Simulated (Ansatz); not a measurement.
Computed with Ansatz on PBE0-D4/def2-TZVP structures; ΔE is electronic, products minus reactants. CBS: MP2 limit from def2 TZ/QZ plus the TZ coupled-cluster correction, frozen cores. Functionals use def2-TZVPP. B3LYP here is the variant with VWN-RPA as its local correlation; programs differ in this. Each species was taken in one conformer, which may not be the lowest.

Consider the cleavage of the Si–Si bond: `B[SiH](N)[SiH2]F` + `O[SiH](F)F` → `F[SiH2]O[SiH](F)F` + `B[SiH2]N`.

```json
{"level": "B2PLYP", "ΔE (kcal/mol)": "-32.7"}
{"level": "B3LYP", "ΔE (kcal/mol)": "-31.4"}
```

**Question.** What does CCSD(T)/CBS give? (An estimate is asked.)

**Answer.** Ansatz gave: -32.0 kcal/mol. The listed levels differ from it by -0.7, 0.6 kcal/mol.

Largest T1 diagnostic among the species: 0.013.

From PBE to PBE0 (25 % exact exchange), in def2-TZVPP and without D4, ΔE moves by −2.9 kcal/mol. In def2-TZVPP, CCSD(T) changes the Hartree–Fock value by +7.2 kcal/mol (the triples alone add +1.1 kcal/mol) and MP2 by +5.8 kcal/mol.
